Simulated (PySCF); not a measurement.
# CAM-B3LYP on Tc+ (technetium, charge +1)

Configuration: [Kr] 4d5 5s1, high-spin 7S determinant. Computed with PySCF 2.14 in x2c-TZVPPall with one added diffuse shell each of s, p, d, f type (9s7p7d3f1g, 95 functions), with scalar relativity by spin-free X2C-1e.

```json
{"Total energy": "-4285.24 hartree", "One-electron energy": "-5893.24 hartree", "Hartree (Coulomb) energy": "1737.75 hartree", "Exchange-correlation energy": "-129.75 hartree", "⟨S²⟩": "12.0003", "⟨L²⟩": "0.000", "Sum of ⟨r⟩": "28.87 bohr", "Sum of ⟨r²⟩": "42.23 bohr²", "Langevin diamagnetic susceptibility": "-33.4 ×10⁻⁶ cm³/mol", "Time after the integrals": "about 10 core-seconds"}
```

```csv
shell,electrons,mean orbital energy (eV),"rms radius, mean of both spins (bohr)"
1s α,1,-20911.2,0.0394
1s β,1,-20911.1,0.0394
2s α,1,-3007.1,0.162
2s β,1,-3006.4,0.162
2p α,3,-2692.3,0.144
2p β,3,-2691.7,0.144
3s α,1,-537.96,0.444
3s β,1,-537.50,0.444
3p α,3,-434.04,0.448
3p β,3,-433.54,0.448
3d α,5,-265.44,0.437
3d β,5,-264.61,0.437
4s α,1,-87.857,1.13
4s β,1,-83.979,1.13
4p α,3,-59.033,1.26
4p β,3,-54.427,1.26
4d α,5,-18.262,1.80
5s α,1,-13.851,3.19
```

Densities and radii are taken from the X2C orbitals without a picture-change correction, which distorts them close to the nucleus.
